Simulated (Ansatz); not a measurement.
Gas-phase electronic energies from Ansatz, PBE0-D4/def2-TZVP geometries. CCSD(T)/CBS adds triple-zeta CCSD(T) − MP2 to the extrapolated MP2 energy (def2 sets, frozen cores). This one scheme is used for every species, atoms too. DFT in def2-TZVPP. No spin–orbit coupling; open shells (•) take unrestricted orbitals. Spin–orbit coupling would lower the free atoms: a little for F. For Mg outer-core shells are correlated without core-valence functions, so the limit isn't a true one: a few kJ/mol of doubt a bond, and 10 to 20 or more in all where bonds break to atoms. One conformer a species, not always the lowest.

Reaction (homolysis of the F–Mg bond): `C[O][Mg][F]` → F• + `C[O][Mg]`•

```csv
level,ΔE (eV),difference from CCSD(T)/CBS
revPBE-D4,5.82,-0.44
PBE-QIDH,5.88,-0.38
PBE,6.06,-0.20
revPBE,5.86,-0.40
r2SCAN0,5.74,-0.52
LC-ωPBE,6.06,-0.20
MP2/def2-TZVPP,6.22,-0.04
HF/def2-QZVPP,4.28,-1.98
MP2/CBS(def2),6.57,0.31
CCSD/CBS(def2),6.18,-0.08
CCSD(T)/CBS,6.26,0
```

What do rigid-rotor, harmonic-oscillator terms from PBE0-D4/def2-TZVP frequencies (298.15 K, 1 bar) make of the CCSD(T)/CBS value? (An estimate is asked.)

Ansatz gave: ΔZPE = -0.07 eV, ΔH = +6.22 eV, ΔS = 130 J/(mol·K), ΔG = +5.82 eV. Open shells count their whole term as degenerate.

Largest T1 diagnostic among the species: 0.012.

From BLYP to BHLYP (50 % exact exchange), in def2-TZVPP and without D4, ΔE moves by −0.41 eV: exact exchange takes away binding that semilocal exchange gives to molecules. In def2-TZVPP, CCSD(T) changes the Hartree–Fock value by +1.68 eV (the triples alone add +0.09 eV) and MP2 by +1.99 eV; breaking electron pairs costs correlation energy, which Hartree–Fock lacks. Leaving LDA and LC-ωPBE aside and taking each functional with its dispersion term where it has one, the values, not all of them listed here, spread over 0.49 eV, from BHLYP-D4 to ωB97M-V. LDA lies +0.69 eV from PBE without D4, its usual overbinding.

CCSD(T)/CBS has its own doubt, a few kJ/mol and more with outer-core shells, so smaller differences from it don't rank the levels.
